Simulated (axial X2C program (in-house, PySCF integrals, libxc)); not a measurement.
## Worked dissociation energy of BAs⁺: HF, 2c

All values were computed with an in-house relativistic program for diatomic molecules. Two-component (2c) means X2C with spin–orbit coupling and atomic mean-field two-electron Coulomb and Gaunt terms. Basis: As dyall-cv3z [9s9p6d4f1g], B dyall-v3z [7s6p2d1f] (cores contracted in-house); Gaussian nuclei, density fitting, unrestricted open shells. Masses: As 74.922 u, B 11.009 u.

Molecular state: Ω = 3/2 (⟨Sz⟩ = 1.50, ⟨Lz⟩ = 0.00 at HF).

- E(As) (2M_J = 3): -2258.344612 hartree
- E(B+) (2M_J = 0): -24.243640 hartree
- E(BAs⁺) at Re: -2282.650508 hartree
- ωe: 532.4 cm⁻¹
- ωexe: 15.7 cm⁻¹

(1) Work out De and D0.

One determinant describes the state; a PBE0 search over occupations chose it and may have missed a lower one. Dissociation energies refer to the lowest single-determinant-based atoms at the same level and basis. Other states lie close and PBE0, whose exact exchange favours high spin, may order them wrongly; the determinant shown need not be the ground state. The nearest other 2c determinant of the search, Ω = 1/2, lies 0.32 eV up at the distance of the search. With several unpaired electrons one determinant need not be a pure state. This is the top spin component of a Σ state; components of lower Ω are not single determinants and can lie lower.

Hartree–Fock lacks correlation and underbinds, often by eV.

Each atomic determinant is the lowest at this level and need not be a pure J level. Totals compare only within one Hamiltonian and basis.

Results:

(1) De = -2258.344612 + (-24.243640) − (-2282.650508) = 0.06226 hartree = 1.694 eV. The zero-point energy is ωe/2 − ωexe/4 = 262 cm⁻¹ = 0.033 eV, so D0 = 1.662 eV.
